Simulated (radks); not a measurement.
Values are calculated unless marked as measured or tabulated.
Problem. These are the eigenvalues of the occupied orbitals of an atom or ion with whole-number occupations (eV). Level of theory: non-relativistic Kohn-Sham, LDA (Slater exchange, Perdew-Wang correlation), spin-polarised, spherical densities, point nucleus (a radial shooting solver on a logarithmic mesh with Libxc functionals).

orbital  eigenvalue
1s up     -44066.22
1s down   -44066.12
2s up     -7014.209
2s down   -7014.060
2p up     -6666.474
2p down   -6666.335
3s up     -1580.845
3s down   -1578.811
3p up     -1427.044
3p down   -1425.159
3d up     -1139.406
3d down   -1137.985
4s up     -357.9273
4s down   -354.0454
4p up     -298.5755
4p down   -294.7107
4d up     -192.9874
4d down   -189.1584
5s up      -88.1894
5s down    -85.6850
5p up      -70.4068
5p down    -68.1509
4f up      -65.1559
6p up      -28.0962

Which element is it, and in what charge state? The configuration may be excited. Open shells, if any, are filled with parallel spins first.

Solution. Z = 62, samarium, charge +4: Sm4+ in [Kr] 4d10 4f4 5s2 5p5 6p1. The list shows which subshells hold electrons but not how many an open one holds; the 1s level, -1619.4 hartree, gives Z - s = 56.9 by -(Z - s)^2/2, which with screening narrows Z to a few neighbours, and the depths of the outer levels then fix element, charge and occupations together.
